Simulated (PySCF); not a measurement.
H5Si2, doublet, at a GFN2-xTB geometry; DF-PBE/aug-cc-pVDZ (PySCF).

The PySCF input:
```python
from pyscf import gto, scf, dft
import numpy

mol = gto.M(
    atom='''
Si   -0.006946    0.011026    1.175022
Si    0.005770    0.036761   -1.095389
H    -1.168779   -0.491957    1.911681
H     1.160872   -0.457016    1.925124
H     0.029161   -1.241944   -1.825373
H    -1.190263    0.743133   -1.570000
H     1.185476    0.778766   -1.556291
''',
    basis='aug-cc-pvdz',
    charge=0,
    spin=1,
    verbose=4,
)
print('smallest overlap eigenvalue', numpy.linalg.eigvalsh(mol.intor('int1e_ovlp'))[0])

mf = dft.UKS(mol)
mf.xc = 'pbe'
mf = mf.density_fit(auxbasis='def2-universal-jkfit')
mf = scf.addons.remove_linear_dep_(mf, threshold=1e-2, lindep=1e-2)
mf.kernel()
mf.analyze()
```

Output, abridged:

```
PySCF version 2.14.0

[INPUT] verbose = 4
[INPUT] num. atoms = 7
[INPUT] num. electrons = 33
[INPUT] charge = 0
[INPUT] spin (= nelec alpha-beta = 2S) = 1
[INPUT] symmetry False subgroup None
[INPUT] Mole.unit = angstrom
[INPUT] Symbol           X                Y                Z      unit          X                Y                Z       unit  Magmom
[...]
nuclear repulsion = 84.236379247277
number of shells = 41
number of NR pGTOs = 155
number of NR cGTOs = 99
basis = aug-cc-pvdz
ecp = {}
input.py:24: DeprecationWarning: remove_linear_dep_ is deprecated and will be removed in a future release. Linear dependency handling is now built into the SCF procedure by default. Linear dependency removal can be controlled using the following settings:
  pyscf.scf.hf.remove_overlap_zero_eigenvalue = True
  pyscf.scf.hf.overlap_zero_eigenvalue_threshold = 1e-6

  mf = scf.addons.remove_linear_dep_(mf, threshold=1e-2, lindep=1e-2)
smallest overlap eigenvalue 0.0002793044824534192
Applying remove_linear_dep_ on SCF object.
Using canonical orthogonalization with threshold 0.01

******** <class 'pyscf.df.df_jk.DFUKS'> ********
method = DFUKS
initial guess = minao
damping factor = 0
level_shift factor = 0
DIIS = <class 'pyscf.scf.diis.CDIIS'>
diis_start_cycle = 1
diis_space = 8
diis_damp = 0
SCF conv_tol = 1e-09
SCF conv_tol_grad = None
SCF max_cycles = 50
direct_scf = False
number electrons alpha = 17  beta = 16
XC library pyscf.dft.libxc version 7.1.2
    S. Lehtola, C. Steigemann, M. J. T. Oliveira, and M. A. L. Marques,  SoftwareX 7, 1–5 (2018)
XC functionals = pbe
    J. P. Perdew, K. Burke, and M. Ernzerhof,  Phys. Rev. Lett. 77, 3865 (1996)
    J. P. Perdew, K. Burke, and M. Ernzerhof,  Phys. Rev. Lett. 78, 1396 (1997)
    J. P. Perdew, K. Burke, and M. Ernzerhof,  Phys. Rev. Lett. 77, 3865 (1996)
    J. P. Perdew, K. Burke, and M. Ernzerhof,  Phys. Rev. Lett. 78, 1396 (1997)
radial grids:
    Treutler-Ahlrichs [JCP 102, 346 (1995); DOI:10.1063/1.469408] (M4) radial grids

becke partition: Becke, JCP 88, 2547 (1988); DOI:10.1063/1.454033
pruning grids: <function nwchem_prune>
grids dens level: 3
symmetrized grids: False
atomic radii adjust function: <function treutler_atomic_radii_adjust>
small_rho_cutoff = 0
Set gradient conv threshold to 3.16228e-05
tot grids = 87400
init E= -581.477325225

cycle= 1 E= -581.594115104472  delta_E= -0.117  |g|= 0.0963  |ddm|= 1.49
cycle= 2 E= -581.599169276968  delta_E= -0.00505  |g|= 0.06  |ddm|= 0.194
cycle= 3 E= -581.602343847096  delta_E= -0.00317  |g|= 0.0194  |ddm|= 0.0746
cycle= 4 E= -581.6027140198  delta_E= -0.00037  |g|= 0.00307  |ddm|= 0.0229
cycle= 5 E= -581.602717606925  delta_E= -3.59e-06  |g|= 0.00254  |ddm|= 0.00372
cycle= 6 E= -581.602719213053  delta_E= -1.61e-06  |g|= 0.00227  |ddm|= 0.00182
cycle= 7 E= -581.602719636936  delta_E= -4.24e-07  |g|= 0.0022  |ddm|= 0.000257
cycle= 8 E= -581.602719554461  delta_E= 8.25e-08  |g|= 0.00224  |ddm|= 0.000488
cycle= 9 E= -581.602719313509  delta_E= 2.41e-07  |g|= 0.0023  |ddm|= 0.000252
cycle= 10 E= -581.602718460492  delta_E= 8.53e-07  |g|= 0.00245  |ddm|= 0.000559
cycle= 11 E= -581.602719676785  delta_E= -1.22e-06  |g|= 0.00223  |ddm|= 0.00287
cycle= 12 E= -581.60271536156  delta_E= 4.32e-06  |g|= 0.00282  |ddm|= 0.00425
cycle= 13 E= -581.602714964742  delta_E= 3.97e-07  |g|= 0.00311  |ddm|= 0.00415
cycle= 14 E= -581.60271735789  delta_E= -2.39e-06  |g|= 0.00267  |ddm|= 0.00104
cycle= 15 E= -581.602716683706  delta_E= 6.74e-07  |g|= 0.00282  |ddm|= 0.00134
cycle= 16 E= -581.602717689855  delta_E= -1.01e-06  |g|= 0.00259  |ddm|= 0.00124
cycle= 17 E= -581.602717871551  delta_E= -1.82e-07  |g|= 0.00248  |ddm|= 0.00218
cycle= 18 E= -581.602717516692  delta_E= 3.55e-07  |g|= 0.00269  |ddm|= 0.00229
cycle= 19 E= -581.602717373732  delta_E= 1.43e-07  |g|= 0.00268  |ddm|= 0.00141
cycle= 20 E= -581.60271195822  delta_E= 5.42e-06  |g|= 0.00367  |ddm|= 0.00424
cycle= 21 E= -581.602717786837  delta_E= -5.83e-06  |g|= 0.00238  |ddm|= 0.00469
[...]
SCF not converged.
Total Energy =                        -581.602717369802235
[...]
spin_pop of  0 Si 5px      -0.00002
spin_pop of  0 Si 5py       0.00004
spin_pop of  0 Si 5pz      -0.00002
spin_pop of  0 Si 3dxy     -0.00054
spin_pop of  0 Si 3dyz     -0.00010
spin_pop of  0 Si 3dz^2    -0.00074
spin_pop of  0 Si 3dxz      0.00023
spin_pop of  0 Si 3dx2-y2    0.00065
spin_pop of  0 Si 4dxy     -0.00001
spin_pop of  0 Si 4dyz     -0.00008
spin_pop of  0 Si 4dz^2    -0.00001
spin_pop of  0 Si 4dxz      0.00002
spin_pop of  0 Si 4dx2-y2    0.00002
spin_pop of  1 Si 1s        0.00000
spin_pop of  1 Si 2s        0.00000
spin_pop of  1 Si 3s       -0.00220
spin_pop of  1 Si 4s        0.00005
spin_pop of  1 Si 5s        0.00004
spin_pop of  1 Si 2px       0.00000
spin_pop of  1 Si 2py      -0.00000
spin_pop of  1 Si 2pz      -0.00000
spin_pop of  1 Si 3px       0.00072
spin_pop of  1 Si 3py       0.00043
spin_pop of  1 Si 3pz      -0.00709
spin_pop of  1 Si 4px       0.00002
spin_pop of  1 Si 4py       0.00004
spin_pop of  1 Si 4pz      -0.00036
spin_pop of  1 Si 5px      -0.00000
spin_pop of  1 Si 5py      -0.00001
spin_pop of  1 Si 5pz      -0.00000
spin_pop of  1 Si 3dxy     -0.00006
spin_pop of  1 Si 3dyz      0.00346
spin_pop of  1 Si 3dz^2    -0.00032
spin_pop of  1 Si 3dxz     -0.00004
spin_pop of  1 Si 3dx2-y2    0.00015
spin_pop of  1 Si 4dxy     -0.00000
spin_pop of  1 Si 4dyz     -0.00001
spin_pop of  1 Si 4dz^2    -0.00003
spin_pop of  1 Si 4dxz      0.00003
spin_pop of  1 Si 4dx2-y2    0.00001
spin_pop of  2 H 1s       -0.01323
spin_pop of  2 H 2s        0.00003
spin_pop of  2 H 3s        0.00006
spin_pop of  2 H 2px       0.00005
spin_pop of  2 H 2py      -0.00003
spin_pop of  2 H 2pz       0.00009
spin_pop of  2 H 3px      -0.00003
spin_pop of  2 H 3py      -0.00002
spin_pop of  2 H 3pz       0.00000
spin_pop of  3 H 1s       -0.01326
spin_pop of  3 H 2s        0.00003
spin_pop of  3 H 3s        0.00006
spin_pop of  3 H 2px       0.00004
spin_pop of  3 H 2py      -0.00002
spin_pop of  3 H 2pz       0.00009
spin_pop of  3 H 3px      -0.00003
spin_pop of  3 H 3py      -0.00001
spin_pop of  3 H 3pz       0.00000
spin_pop of  4 H 1s        0.05157
spin_pop of  4 H 2s        0.00034
spin_pop of  4 H 3s        0.00006
spin_pop of  4 H 2px      -0.00000
spin_pop of  4 H 2py       0.00011
spin_pop of  4 H 2pz      -0.00006
spin_pop of  4 H 3px       0.00000
spin_pop of  4 H 3py       0.00029
spin_pop of  4 H 3pz       0.00010
spin_pop of  5 H 1s        0.00246
spin_pop of  5 H 2s        0.00001
spin_pop of  5 H 3s        0.00009
spin_pop of  5 H 2px       0.00002
spin_pop of  5 H 2py       0.00002
spin_pop of  5 H 2pz       0.00006
spin_pop of  5 H 3px       0.00001
spin_pop of  5 H 3py       0.00001
spin_pop of  5 H 3pz       0.00010
spin_pop of  6 H 1s        0.00247
spin_pop of  6 H 2s        0.00001
spin_pop of  6 H 3s        0.00009
spin_pop of  6 H 2px       0.00002
spin_pop of  6 H 2py       0.00002
spin_pop of  6 H 2pz       0.00006
spin_pop of  6 H 3px       0.00001
spin_pop of  6 H 3py       0.00001
spin_pop of  6 H 3pz       0.00010
 ** Mulliken Spin Density (per atom)  **
spin density of  0 Si =      0.97337
spin density of  1 Si =     -0.00517
spin density of  2 H =     -0.01307
spin density of  3 H =     -0.01310
spin density of  4 H =      0.05240
spin density of  5 H =      0.00278
spin density of  6 H =      0.00279
 ** Mulliken pop alpha/beta on meta-lowdin orthogonal AOs **
 ** Mulliken pop       alpha | beta **
In total            17.00000 | 16.00000
 ** Mulliken atomic charges   ( Nelec_alpha | Nelec_beta ) **
charge of  0Si =      0.07471  (     7.44933      6.47596 )
charge of  1Si =      0.17712  (     6.90886      6.91402 )
charge of  2H =     -0.04380  (     0.51537      0.52844 )
charge of  3H =     -0.04344  (     0.51517      0.52827 )
charge of  4H =     -0.05829  (     0.55534      0.50294 )
charge of  5H =     -0.05334  (     0.52806      0.52528 )
charge of  6H =     -0.05296  (     0.52787      0.52509 )
Dipole moment(X, Y, Z, Debye):  0.01048, -0.11746, -0.07162
```

Convergence was not reached.
